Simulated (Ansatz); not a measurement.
Frontier orbitals of CH₇AlSi₂, SMILES `C[SiH]1[AlH][SiH2]1`.

Total charge 0; spin multiplicity 1. Geometry: relaxed with PBE0-D4/def2-TZVP. Basis def2-TZVPP, Ansatz.

Orbital energies of one run (eV). Highest occupied ones, from the top: -5.88, -6.35, -8.45, -9.28, -9.58, -10.69, -11.29, -11.34, -12.69, -15.06, -19.21, -73.26, -73.31, -73.48. Empty: -2.23, -0.64, -0.18, 0.27, 0.71, 0.93.

(1) Which functional gave them?
A. ωB97X-V
B. B3LYP
C. CAM-B3LYP
D. PBE

Answers

(1) B. HOMO energies: B3LYP -5.88, PBE -5.17, ωB97X-V -8.13, CAM-B3LYP -7.20 eV.

B3LYP here is the variant with VWN-RPA as its local correlation; programs differ in this.
